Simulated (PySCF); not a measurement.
Al(H)(Cl)(NH2) (AlClH3N), SMILES [AlH]([Cl])[NH2].

The structure is a stationary point at PBE0-D3(BJ)/def2-TZVP. Other conformers were not sampled.

Calculation: TDDFT-B3LYP/def2-SVPD (PySCF).

Vertical excitations. The molecule is in vacuum. State labels are in the subgroup Cs.

Computed lowest excited states:
| state | symmetry | energy (eV) | λ (nm) | f | main pairs |
|---|---|---|---|---|---|
| S1 | A" | 6.12 | 203 | 0.046 | HOMO→LUMO+1 98 % |
| S2 | A' | 6.28 | 197 | 0.081 | HOMO→LUMO 97 % |
| S3 | A" | 6.80 | 182 | 0.011 | HOMO−1→LUMO 98 % |
| S4 | A" | 6.93 | 179 | 0.009 | HOMO→LUMO+2 98 % |
| S5 | A' | 7.33 | 169 | 0.092 | HOMO−1→LUMO+1 90 % |
| S6 | A' | 7.53 | 165 | 0.020 | HOMO−2→LUMO 92 % |
| S7 | A" | 7.56 | 164 | 0.000 | HOMO−3→LUMO 75 %, HOMO−2→LUMO+1 19 % |
| S8 | A" | 7.72 | 161 | 0.089 | HOMO−2→LUMO+1 65 %, HOMO→LUMO+3 20 % |
| S9 | A" | 7.84 | 158 | 0.056 | HOMO→LUMO+3 69 %, HOMO−3→LUMO 14 %, HOMO−2→LUMO+1 12 % |
| S10 | A' | 8.06 | 154 | 0.014 | HOMO−1→LUMO+2 53 %, HOMO−3→LUMO+1 39 % |
| T1 | A' | 5.29 | 234 | 0 | HOMO→LUMO 97 % |
| T2 | A" | 5.74 | 216 | 0 | HOMO→LUMO+1 95 % |
| T3 | A" | 6.41 | 193 | 0 | HOMO−1→LUMO 86 % |
| T4 | A" | 6.82 | 182 | 0 | HOMO→LUMO+2 95 % |
Triplets are in the Tamm–Dancoff approximation, which puts them higher than full response would, so one can lie above its singlet here.
